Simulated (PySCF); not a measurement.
Compound: CH12GeOSi3.
SMILES with atom numbers: `[SiH3:1][CH:2]([SiH3:3])[SiH2:4][O:5][GeH3:6]` (hydrogens: H7, H8, H9 on Si1; H10 on C2; H11, H12, H13 on Si3; H14, H15 on Si4; H16, H17, H18 on Ge6)

Computed, not measured: core-valence-separated Tamm–Dancoff BHandHLYP/aug-pcX-1 (pcseg-1 on H, def2-SVPD on Ge, def2-SVPD on Si) in PySCF, non-relativistic, gas phase, PBE0-D3(BJ)/def2-SVP geometry.

Computed oxygen K-edge spectrum, Gaussian lines of 0.6 eV full width, highest printed point 100; it ends one width below the last computed root. The energies are unshifted.

```json
{"photon energy (eV)": "530.7", "absorption": "0"}
{"photon energy (eV)": "530.8", "absorption": "1"}
{"photon energy (eV)": "530.9", "absorption": "1"}
{"photon energy (eV)": "531.0", "absorption": "3"}
{"photon energy (eV)": "531.1", "absorption": "7"}
{"photon energy (eV)": "531.2", "absorption": "12"}
{"photon energy (eV)": "531.3", "absorption": "18"}
{"photon energy (eV)": "531.4", "absorption": "23"}
{"photon energy (eV)": "531.5", "absorption": "25"}
{"photon energy (eV)": "531.6", "absorption": "24"}
{"photon energy (eV)": "531.7", "absorption": "19"}
{"photon energy (eV)": "531.8", "absorption": "13"}
{"photon energy (eV)": "531.9", "absorption": "8"}
{"photon energy (eV)": "532.0", "absorption": "4"}
{"photon energy (eV)": "532.1", "absorption": "2"}
{"photon energy (eV)": "532.2", "absorption": "1"}
{"photon energy (eV)": "532.3", "absorption": "1"}
{"photon energy (eV)": "532.4", "absorption": "1"}
{"photon energy (eV)": "532.5", "absorption": "3"}
{"photon energy (eV)": "532.6", "absorption": "7"}
{"photon energy (eV)": "532.7", "absorption": "14"}
{"photon energy (eV)": "532.8", "absorption": "24"}
{"photon energy (eV)": "532.9", "absorption": "36"}
{"photon energy (eV)": "533.0", "absorption": "48"}
{"photon energy (eV)": "533.1", "absorption": "56"}
{"photon energy (eV)": "533.2", "absorption": "62"}
{"photon energy (eV)": "533.3", "absorption": "68"}
{"photon energy (eV)": "533.4", "absorption": "75"}
{"photon energy (eV)": "533.5", "absorption": "86"}
{"photon energy (eV)": "533.6", "absorption": "96"}
{"photon energy (eV)": "533.7", "absorption": "100"}
{"photon energy (eV)": "533.8", "absorption": "94"}
{"photon energy (eV)": "533.9", "absorption": "79"}
{"photon energy (eV)": "534.0", "absorption": "59"}
```

**Question.** Where are the maxima, and which lines make them up?

**Answer.** 2 maxima:
- 531.5 eV: O5 (oxygen bonded to Ge and Si), 531.51 eV, f = 0.010, 100 % of the height at the exact maximum
- 533.7 eV: O5 (oxygen bonded to Ge and Si), 533.73 eV, f = 0.018, 46 % of the height at the exact maximum; O5 (oxygen bonded to Ge and Si), 533.79 eV, f = 0.012, 30 % of the height at the exact maximum; O5 (oxygen bonded to Ge and Si), 533.52 eV, f = 0.010, 20 % of the height at the exact maximum

Further lines of some strength in the range: O5, 533.10 eV, f = 0.018.

Roots within 0.03 eV on the same or equivalent atoms count as one line; shares under 12 % aren't listed.

Vibrational structure and lifetime widths aren't in the curve. The ionisation threshold wasn't computed; near and above it a finite basis only mimics Rydberg series and continuum. The BHandHLYP/aug-pcX-1 (pcseg-1 on H, def2-SVPD on Ge, def2-SVPD on Si) calculation is non-relativistic and has no spin–orbit coupling, an omission that weighs most on germanium.

The values belong to the conformer `[SiH3:1][CH:2]([SiH3:3])[SiH2:4][O:5][GeH3:6]`: Si1–C2–Si4–O5 77°, C2–Si4–O5–Ge6 -8°.
